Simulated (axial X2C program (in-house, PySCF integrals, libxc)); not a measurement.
**Worked dissociation energy of BBr: CCSD(T), spin-free**

All values were computed with an axial X2C code built on PySCF integrals. Spin-free means the one-electron spin-free X2C Hamiltonian. Basis: Br dyall-cv3z [8s9p6d4f1g], B dyall-v3z [7s6p2d1f] (cores contracted in-house); Gaussian nuclei, density fitting, unrestricted open shells. Masses: Br 78.918 u, B 11.009 u.

Molecular state: M_S = 0, Λ = 0 (closed shell).

Correlated methods: 10 electrons correlated (number of frozen shells: Br 3 s, 2 p, 1 d; B 1 s), 190 virtual spin orbitals or spinors in MP2, 90 natural virtuals in coupled cluster.

| Item | Value |
| --- | --- |
| E(Br) (2M_S = 1, M_L = 0) | -2604.664525 hartree |
| E(B) (2M_S = 1, M_L = 1) | -24.606543 hartree |
| E(BBr) at Re | -2629.433192 hartree |
| ωe | 689.3 cm⁻¹ |
| ωexe | 3.75 cm⁻¹ |

Question: Work out De and D0.

Answer: De = -2604.664525 + (-24.606543) − (-2629.433192) = 0.16212 hartree = 4.412 eV. The zero-point energy is ωe/2 − ωexe/4 = 344 cm⁻¹ = 0.043 eV, so D0 = 4.369 eV.

The state is one determinant whose occupation by symmetry is held fixed; it was picked as the lowest of a PBE0 search that is not exhaustive. Closed shells are restricted here (equal orbitals for both partners); the stretched side of such a curve lies too high. De is counted from the lowest determinant-based energies of the atoms at the same level, without counterpoise correction. Coupled cluster ran in a truncated set of natural virtual spinors; the MP2 energy of the rest was added. (T) has no such correction and the atoms are truncated less, which lowers De at CCSD(T) by a hundredth of an eV or more. Spin-free De lacks the spin–orbit lowering of the heavy p-block atom, a tenth of an eV or more for 4p and 5p, up to an eV for 6p and one to two eV for 7p atoms, less what an open-shell molecule gains itself.

Each atomic determinant is the lowest at this level and need not be a pure term. Totals compare only within one Hamiltonian and basis.
